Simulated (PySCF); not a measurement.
F$_{6}$Pt, triplet, at a GFN2-xTB geometry (such geometries of metal compounds can be far from the true shape) (core potentials on Pt); DF-B3LYP/def2-SVP (PySCF).

Input for PySCF:
```python
from pyscf import gto, scf, dft

mol = gto.M(
    atom='''
Pt    0.000000   -0.000000   -0.000000
F    -0.775258    1.687503   -0.268959
F     1.514414    0.815312    0.750230
F     0.791552    0.092892   -1.698777
F    -0.791552   -0.092892    1.698777
F    -1.514414   -0.815312   -0.750230
F     0.775258   -1.687503    0.268959
''',
    basis='def2-svp',
    ecp={'Pt': 'def2-svp'},
    charge=0,
    spin=2,
    verbose=4,
)

mf = dft.UKS(mol)
mf.xc = 'b3lyp'
mf = mf.density_fit(auxbasis='def2-universal-jkfit')
mf.kernel()
mf.analyze()
```

The log (banner, timings and long lists left out):

```
PySCF version 2.14.0

[INPUT] verbose = 4
[INPUT] num. atoms = 7
[INPUT] num. electrons = 72
[INPUT] charge = 0
[INPUT] spin (= nelec alpha-beta = 2S) = 2
[INPUT] symmetry False subgroup None
[INPUT] Mole.unit = angstrom
[INPUT] Symbol           X                Y                Z      unit          X                Y                Z       unit  Magmom
[...]
nuclear repulsion = 502.207748297796
number of shells = 48
number of NR pGTOs = 201
number of NR cGTOs = 116
basis = def2-svp
ecp = {'Pt': 'def2-svp'}

******** <class 'pyscf.df.df_jk.DFUKS'> ********
method = DFUKS
initial guess = minao
damping factor = 0
level_shift factor = 0
DIIS = <class 'pyscf.scf.diis.CDIIS'>
diis_start_cycle = 1
diis_space = 8
diis_damp = 0
SCF conv_tol = 1e-09
SCF conv_tol_grad = None
SCF max_cycles = 50
direct_scf = False
number electrons alpha = 37  beta = 35
XC library pyscf.dft.libxc version 7.1.2
    S. Lehtola, C. Steigemann, M. J. T. Oliveira, and M. A. L. Marques,  SoftwareX 7, 1–5 (2018)
XC functionals = b3lyp
    P. J. Stephens, F. J. Devlin, C. F. Chabalowski, and M. J. Frisch,  J. Phys. Chem. 98, 11623 (1994)
radial grids:
    Treutler-Ahlrichs [JCP 102, 346 (1995); DOI:10.1063/1.469408] (M4) radial grids

becke partition: Becke, JCP 88, 2547 (1988); DOI:10.1063/1.454033
pruning grids: <function nwchem_prune>
grids dens level: 3
symmetrized grids: False
atomic radii adjust function: <function treutler_atomic_radii_adjust>
small_rho_cutoff = 0
Set gradient conv threshold to 3.16228e-05
tot grids = 109880
******** <class 'pyscf.df.df.DF'> ********
auxbasis = def2-universal-jkfit
init E= -706.298920089246

cycle= 1 E= -717.654446585485  delta_E= -11.4  |g|= 0.577  |ddm|= 5.82
cycle= 2 E= -717.52594203378  delta_E= 0.129  |g|= 0.85  |ddm|= 0.888
cycle= 3 E= -717.694039107246  delta_E= -0.168  |g|= 0.399  |ddm|= 0.791
cycle= 4 E= -717.76077197265  delta_E= -0.0667  |g|= 0.0107  |ddm|= 0.339
cycle= 5 E= -717.760720137048  delta_E= 5.18e-05  |g|= 0.0209  |ddm|= 0.0314
cycle= 6 E= -717.760876656389  delta_E= -0.000157  |g|= 0.00248  |ddm|= 0.0168
cycle= 7 E= -717.760879521392  delta_E= -2.87e-06  |g|= 0.00391  |ddm|= 0.00764
cycle= 8 E= -717.760886301302  delta_E= -6.78e-06  |g|= 0.0011  |ddm|= 0.00445
cycle= 9 E= -717.760888570141  delta_E= -2.27e-06  |g|= 0.00042  |ddm|= 0.00523
cycle= 10 E= -717.760889850511  delta_E= -1.28e-06  |g|= 0.000251  |ddm|= 0.00462
cycle= 11 E= -717.760890950666  delta_E= -1.1e-06  |g|= 0.000255  |ddm|= 0.00425
cycle= 12 E= -717.760892235339  delta_E= -1.28e-06  |g|= 0.00025  |ddm|= 0.00497
cycle= 13 E= -717.760895398892  delta_E= -3.16e-06  |g|= 0.000245  |ddm|= 0.0124
cycle= 14 E= -717.760909420794  delta_E= -1.4e-05  |g|= 0.000279  |ddm|= 0.0584
cycle= 15 E= -717.760907537331  delta_E= 1.88e-06  |g|= 0.000234  |ddm|= 0.00827
cycle= 16 E= -717.760928161616  delta_E= -2.06e-05  |g|= 0.00163  |ddm|= 0.108
cycle= 17 E= -717.760916769552  delta_E= 1.14e-05  |g|= 0.000245  |ddm|= 0.0666
cycle= 18 E= -717.76093644352  delta_E= -1.97e-05  |g|= 0.00139  |ddm|= 0.113
cycle= 19 E= -717.760936665218  delta_E= -2.22e-07  |g|= 0.000199  |ddm|= 0.00777
cycle= 20 E= -717.760946228729  delta_E= -9.56e-06  |g|= 0.000571  |ddm|= 0.0664
cycle= 21 E= -717.760953880203  delta_E= -7.65e-06  |g|= 0.00281  |ddm|= 0.121
cycle= 22 E= -717.760953854226  delta_E= 2.6e-08  |g|= 0.000794  |ddm|= 0.0527
cycle= 23 E= -717.760958076718  delta_E= -4.22e-06  |g|= 0.000833  |ddm|= 0.045
cycle= 24 E= -717.760961795377  delta_E= -3.72e-06  |g|= 0.000486  |ddm|= 0.0468
cycle= 25 E= -717.760962472733  delta_E= -6.77e-07  |g|= 0.000995  |ddm|= 0.0184
cycle= 26 E= -717.760963372181  delta_E= -8.99e-07  |g|= 0.000618  |ddm|= 0.00764
cycle= 27 E= -717.760965210187  delta_E= -1.84e-06  |g|= 0.0001  |ddm|= 0.0305
cycle= 28 E= -717.760966529581  delta_E= -1.32e-06  |g|= 0.000104  |ddm|= 0.0293
cycle= 29 E= -717.76096736517  delta_E= -8.36e-07  |g|= 0.000717  |ddm|= 0.0338
cycle= 30 E= -717.760967445691  delta_E= -8.05e-08  |g|= 0.000432  |ddm|= 0.00952
cycle= 31 E= -717.760968034197  delta_E= -5.89e-07  |g|= 0.000125  |ddm|= 0.0173
cycle= 32 E= -717.760968668445  delta_E= -6.34e-07  |g|= 0.000344  |ddm|= 0.028
cycle= 33 E= -717.760969146725  delta_E= -4.78e-07  |g|= 5.12e-05  |ddm|= 0.0161
cycle= 34 E= -717.760969430839  delta_E= -2.84e-07  |g|= 0.000143  |ddm|= 0.0187
cycle= 35 E= -717.760969606727  delta_E= -1.76e-07  |g|= 0.000176  |ddm|= 0.015
cycle= 36 E= -717.760969581474  delta_E= 2.53e-08  |g|= 0.000131  |ddm|= 0.0109
cycle= 37 E= -717.760969842505  delta_E= -2.61e-07  |g|= 5.81e-05  |ddm|= 0.026
cycle= 38 E= -717.760969952066  delta_E= -1.1e-07  |g|= 8.45e-05  |ddm|= 0.00687
cycle= 39 E= -717.760970099779  delta_E= -1.48e-07  |g|= 7.74e-05  |ddm|= 0.0214
cycle= 40 E= -717.760970119936  delta_E= -2.02e-08  |g|= 6.63e-05  |ddm|= 0.02
cycle= 41 E= -717.760970100485  delta_E= 1.95e-08  |g|= 5.48e-05  |ddm|= 0.0154
cycle= 42 E= -717.760970220373  delta_E= -1.2e-07  |g|= 7.98e-05  |ddm|= 0.0101
cycle= 43 E= -717.76097028952  delta_E= -6.91e-08  |g|= 8.8e-05  |ddm|= 0.0061
cycle= 44 E= -717.760970177083  delta_E= 1.12e-07  |g|= 7.01e-05  |ddm|= 0.00621
cycle= 45 E= -717.760970559043  delta_E= -3.82e-07  |g|= 0.000179  |ddm|= 0.0106
cycle= 46 E= -717.760970262517  delta_E= 2.97e-07  |g|= 8.62e-05  |ddm|= 0.0124
cycle= 47 E= -717.760970444325  delta_E= -1.82e-07  |g|= 4.31e-05  |ddm|= 0.006
cycle= 48 E= -717.760970737613  delta_E= -2.93e-07  |g|= 6.12e-05  |ddm|= 0.0109
cycle= 49 E= -717.760970950571  delta_E= -2.13e-07  |g|= 7.88e-05  |ddm|= 0.00661
cycle= 50 E= -717.760970871634  delta_E= 7.89e-08  |g|= 6.78e-05  |ddm|= 0.0122
SCF not converged.
SCF energy = -717.760970871634 after 50 cycles  <S^2> = 2.0037809  2S+1 = 3.0025195
**** SCF Summaries ****
Total Energy =                        -717.760970871633617
Nuclear Repulsion Energy =             502.207748297796172
One-electron Energy =                -2041.118723967585311
Two-electron Energy =                  821.150004798155578
Two-electron Coulomb Energy =          895.278467849219055
DFT Exchange-Correlation Energy =      -74.128463051063477
**** MO energy ****
                             alpha | beta                alpha | beta
[...]
spin_pop of  0 Pt 5s        0.00027
spin_pop of  0 Pt 6s       -0.00044
spin_pop of  0 Pt 7s        0.00065
spin_pop of  0 Pt 8s        0.00006
spin_pop of  0 Pt 9s       -0.00001
spin_pop of  0 Pt 10s        0.00001
spin_pop of  0 Pt 5px      -0.00006
spin_pop of  0 Pt 5py       0.00014
spin_pop of  0 Pt 5pz      -0.00008
spin_pop of  0 Pt 6px      -0.00075
spin_pop of  0 Pt 6py      -0.00139
spin_pop of  0 Pt 6pz      -0.00065
spin_pop of  0 Pt 7px      -0.00058
spin_pop of  0 Pt 7py      -0.00096
spin_pop of  0 Pt 7pz      -0.00052
spin_pop of  0 Pt 5dxy      0.04783
spin_pop of  0 Pt 5dyz      0.11429
spin_pop of  0 Pt 5dz^2     0.27483
spin_pop of  0 Pt 5dxz      0.23445
spin_pop of  0 Pt 5dx2-y2    0.38061
spin_pop of  0 Pt 6dxy      0.00037
spin_pop of  0 Pt 6dyz      0.00114
spin_pop of  0 Pt 6dz^2     0.00286
spin_pop of  0 Pt 6dxz      0.01065
spin_pop of  0 Pt 6dx2-y2    0.01245
spin_pop of  0 Pt 5f-3     -0.00028
spin_pop of  0 Pt 5f-2     -0.00032
spin_pop of  0 Pt 5f-1     -0.00017
spin_pop of  0 Pt 5f+0     -0.00015
spin_pop of  0 Pt 5f+1     -0.00024
spin_pop of  0 Pt 5f+2     -0.00051
spin_pop of  0 Pt 5f+3     -0.00035
spin_pop of  1 F 1s       -0.00000
spin_pop of  1 F 2s        0.00086
spin_pop of  1 F 3s       -0.00042
spin_pop of  1 F 2px       0.06261
spin_pop of  1 F 2py       0.00852
spin_pop of  1 F 2pz       0.07577
spin_pop of  1 F 3px       0.00290
spin_pop of  1 F 3py       0.00047
spin_pop of  1 F 3pz       0.00297
spin_pop of  1 F 3dxy     -0.00000
spin_pop of  1 F 3dyz      0.00000
spin_pop of  1 F 3dz^2    -0.00001
spin_pop of  1 F 3dxz     -0.00000
spin_pop of  1 F 3dx2-y2    0.00000
spin_pop of  2 F 1s       -0.00000
spin_pop of  2 F 2s        0.00085
spin_pop of  2 F 3s       -0.00004
spin_pop of  2 F 2px       0.01824
spin_pop of  2 F 2py       0.12684
spin_pop of  2 F 2pz       0.00657
spin_pop of  2 F 3px       0.00025
spin_pop of  2 F 3py       0.00264
spin_pop of  2 F 3pz      -0.00018
spin_pop of  2 F 3dxy     -0.00002
spin_pop of  2 F 3dyz      0.00001
spin_pop of  2 F 3dz^2    -0.00000
spin_pop of  2 F 3dxz     -0.00001
spin_pop of  2 F 3dx2-y2   -0.00003
spin_pop of  3 F 1s       -0.00000
spin_pop of  3 F 2s        0.00085
spin_pop of  3 F 3s       -0.00010
spin_pop of  3 F 2px       0.02598
spin_pop of  3 F 2py       0.12804
spin_pop of  3 F 2pz      -0.00233
spin_pop of  3 F 3px       0.00038
spin_pop of  3 F 3py       0.00186
spin_pop of  3 F 3pz       0.00000
spin_pop of  3 F 3dxy      0.00000
spin_pop of  3 F 3dyz     -0.00003
spin_pop of  3 F 3dz^2    -0.00003
spin_pop of  3 F 3dxz     -0.00001
spin_pop of  3 F 3dx2-y2    0.00002
spin_pop of  4 F 1s       -0.00000
spin_pop of  4 F 2s        0.00085
spin_pop of  4 F 3s       -0.00010
spin_pop of  4 F 2px       0.02598
spin_pop of  4 F 2py       0.12804
spin_pop of  4 F 2pz      -0.00233
spin_pop of  4 F 3px       0.00038
spin_pop of  4 F 3py       0.00186
spin_pop of  4 F 3pz       0.00000
spin_pop of  4 F 3dxy      0.00000
spin_pop of  4 F 3dyz     -0.00003
spin_pop of  4 F 3dz^2    -0.00003
spin_pop of  4 F 3dxz     -0.00001
spin_pop of  4 F 3dx2-y2    0.00002
spin_pop of  5 F 1s       -0.00000
spin_pop of  5 F 2s        0.00085
spin_pop of  5 F 3s       -0.00004
spin_pop of  5 F 2px       0.01823
spin_pop of  5 F 2py       0.12683
spin_pop of  5 F 2pz       0.00657
spin_pop of  5 F 3px       0.00025
spin_pop of  5 F 3py       0.00264
spin_pop of  5 F 3pz      -0.00018
spin_pop of  5 F 3dxy     -0.00002
spin_pop of  5 F 3dyz      0.00001
spin_pop of  5 F 3dz^2    -0.00000
spin_pop of  5 F 3dxz     -0.00001
spin_pop of  5 F 3dx2-y2   -0.00003
spin_pop of  6 F 1s       -0.00000
spin_pop of  6 F 2s        0.00086
spin_pop of  6 F 3s       -0.00042
spin_pop of  6 F 2px       0.06261
spin_pop of  6 F 2py       0.00852
spin_pop of  6 F 2pz       0.07577
spin_pop of  6 F 3px       0.00290
spin_pop of  6 F 3py       0.00047
spin_pop of  6 F 3pz       0.00297
spin_pop of  6 F 3dxy     -0.00000
spin_pop of  6 F 3dyz      0.00000
spin_pop of  6 F 3dz^2    -0.00001
spin_pop of  6 F 3dxz     -0.00000
spin_pop of  6 F 3dx2-y2    0.00000
In total            37.00000 | 35.00000
Dipole moment(X, Y, Z, Debye):  0.00016,  0.00000,  0.00008
```

Convergence was not reached.
